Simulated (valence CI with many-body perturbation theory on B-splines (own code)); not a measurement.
Lu LVIII: key properties

Level of theory: configuration interaction combined with many-body perturbation theory (CI+MBPT): four valence electrons over a frozen Dirac-Fock core [Ne], a basis of 11 s, 11 p, 9 d, 7 f, 5 g, 2 h, 1 i functions for each j, with the one-electron correlation potential Σ1 (screened to all orders), the two-electron term Σ2, the three-electron term Σ3, Breit, model QED; selected single and double excitations, second order for the rest (own B-spline code, finite nucleus).

No measured spectrum was set against this ion. As an estimate, large intervals hold to a few tenths of a per cent, small ones and those within an open d or f shell to about a per cent.

Levels are named by their leading jj configuration (3d3/2^4 stands for four electrons in 3d with j = 3/2), which in mixed levels can hold well under half, so a name can repeat and another be missing.

Rates and lifetimes use the calculated energies. Strong lines usually hold to 10 to 20 %, long lifetimes can be off by a factor of two.

Problem. What is the ground level?

Solution. (3s^2 3p1/2^2) J=0, composition 69 % 3s²3p² ³P + 30 % 3s²3p² ¹S.

Problem. How well does LS coupling describe the low levels?

Solution. Among the lowest 20 levels the leading LS term, summed over configurations, holds 58 % on average. For single configurations the figures are 55 % in LS and 93 % in jj coupling. Terms mix most in the J = 2 level at 748.2 eV, where the leading one holds 28 %.

Problem. What are the static dipole polarisabilities of the lowest levels?

Solution. (3s^2 3p1/2^2) J=0 0.00289 bohr³, of which the core gives 5.39e-05.

Problem. Where does the other parity begin?

Solution. At (3s 3p1/2^2 3p3/2) J=2, 441.7 eV.

Problem. Name the longest-lived excited levels whose lifetime is computed, and their main decay.

Solution. (3s^2 3p1/2 3p3/2) J=2 at 293.0 eV lives 481 ns, mostly by E2 to (3s^2 3p1/2^2) J=0; (3s^2 3p1/2 3p3/2) J=1 at 284.0 eV lives 6.83 ns, mostly by M1 to (3s^2 3p1/2^2) J=0; (3s^2 3p3/2 3d5/2) J=4 at 856.4 eV lives 4.70 ns, mostly by M1 to (3s^2 3p1/2 3d5/2) J=3.

Problem. What is the ionisation energy?

Solution. 5939.2 eV; NIST lists 5937 ± 6 eV (theoretical).
